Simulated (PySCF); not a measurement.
Run record: geometry optimisation, `[O]=[Mo-2](=[O])(=[S])=[S]` ([MoO2S2]2-).

Computed with PBE0-D3(BJ)/def2-SVP geometry optimisation, gas phase, def2 core potentials past Kr (PySCF 2.14.0). Start geometry: GFN2-xTB. The input is one job of a driver script: a line of settings, then coordinates in Å.

Input:
```
{"job": {"xc": "PBE0", "basis": "def2-SVP", "d3": "d3bj", "grid": 1, "maxiter": 40, "kind": "geom"}, "charge": -2, "multiplicity": 1}
Mo     0.154070    -0.000800     0.106320
O      0.026470    -0.015280     1.776470
O      1.679340     0.007970    -0.585600
S     -0.933330     1.765150    -0.632540
S     -0.926550    -1.757040    -0.664650
```

Output:
```
step   0  E = -1014.37519340  max force = 0.065155
step   1  E = -1014.38779525  max force = 0.025947
step   2  E = -1014.38935667  max force = 0.004873
step   3  E = -1014.38939693  max force = 0.000654
step   4  E = -1014.38939652  max force = 0.000515
step   5  E = -1014.38939727  max force = 0.000190
optimisation converged
```

Energies in Eh; «max force» is the largest Cartesian gradient component in Eh/bohr.

Question: Give the first gradient maximum in eV/Å.

Answer: With 1 Eh/bohr = 51.422 eV/Å, 3.350 eV/Å.

Question: How much energy does the optimisation release, in kcal/mol?

Answer: E(step 0) − E(last step) = 0.014204 Eh, which is 8.9 kcal/mol.

In short: final energy -1014.38940 Eh after 5 steps.

Question: Give the final coordinates.

Answer: 0.098 Å rms from the input after alignment:
```
atom  x, y, z in Å
Mo1    0.0763   -0.0006    0.0586
O2     0.0836   -0.0261    1.7827
O3     1.7140    0.0108   -0.4760
S4    -0.9432    1.8769   -0.6533
S5    -0.9308   -1.8610   -0.7120
```

The ion is multiply charged and computed in the gas phase, without counter-ions or solvent; whether it holds all its electrons wasn't checked.

On one thread of an x86-64 server, no GPU (shared host), this took 44 s of wall time.
Labels such as C1 count atoms from 1, the log's own numbers from 0.
